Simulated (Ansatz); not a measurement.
Coupled-cluster run, C4H3F3, SMILES `C=C(F)C=C(F)F`.

```yaml
crystal:
  periodic: [false, false, false]
  atoms:
    - {symbol: C, position_ang: [-0.657969, -1.354356, -1.154065]}
    - {symbol: C, position_ang: [-0.288195, -0.695770, -0.062321]}
    - {symbol: F, position_ang: [-0.431224, -1.275242, 1.137416]}
    - {symbol: C, position_ang: [0.274806, 0.634015, -0.033577]}
    - {symbol: C, position_ang: [0.651694, 1.312174, 1.042388]}
    - {symbol: F, position_ang: [0.589713, 0.916171, 2.283223]}
    - {symbol: F, position_ang: [1.156538, 2.522161, 0.980541]}
    - {symbol: H, position_ang: [-1.071722, -2.350252, -1.083083]}
    - {symbol: H, position_ang: [-0.547201, -0.896714, -2.126297]}
    - {symbol: H, position_ang: [0.406557, 1.136714, -0.981325]}
basis:
  gaussian: {orbitals: def2-SVP}
correlation: {method: ccsd_t}
```

```sh
$ ansatz run in.yaml --threads 4 --pin off --events-out ev --progress --plain --max-ram 10444MiB
```

The program prints (abridged):

```
Functional definition: HF
1127 factors; integrals over basis functions are off by at most 1.5e-3 eV
mean field evaluation 1: about -12271.0131 eV, gradient 4.3e1 eV
mean field evaluation 2: about -12271.1833 eV, gradient 4.3e1 eV
mean field evaluation 4: about -12275.5432 eV, gradient 3.9e0 eV
mean field evaluation 8: about -12275.6224 eV, gradient 5.5e-1 eV
mean field -12275.62413546 eV, -451.1208662612 hartree, gradient 2.9e-6 eV, S^2 0.000000; 0 other end points of the search recorded, 0 dependent functions left out; unrestricted orbitals would lower it
7 core orbitals not correlated: weight in the atoms' cores, before any rotation towards them, 1.000 or more for the frozen orbitals, at most 0.000 for the correlated occupied ones
reference -12275.62413546 eV, -451.1208662612 hartree; 20, 20 occupied and 86, 86 virtual orbitals, 1127 factors
second order -28.89248610 eV of doubles, -0.00000000 eV of singles
cycle   1  -29.02453569 eV  change   -1.3e-1 eV  update   1.2e-1
cycle   2  -29.67614519 eV  change   -6.5e-1 eV  update   3.9e-2
cycle   3  -29.86895181 eV  change   -1.9e-1 eV  update   2.0e-2
cycle   4  -29.86620946 eV  change    2.7e-3 eV  update   4.8e-3
cycle   5  -29.86309723 eV  change    3.1e-3 eV  update   1.9e-3
cycle   6  -29.86388039 eV  change   -7.8e-4 eV  update   6.4e-4
cycle   7  -29.86393268 eV  change   -5.2e-5 eV  update   2.4e-4
cycle   8  -29.86376225 eV  change    1.7e-4 eV  update   1.1e-4
cycle   9  -29.86377775 eV  change   -1.5e-5 eV  update   4.4e-5
perturbative correction -0.85271016 eV, -0.0313365203 hartree
Total energy: -12306.34062336 eV, -452.2496763712 hartree
```

Run time 13 s (4 threads of an Arm Neoverse V1 on a shared host); peak host memory 0.69 GiB.

Correlation energy per correlated electron: -0.768 eV. T1 diagnostic: 0.0123.
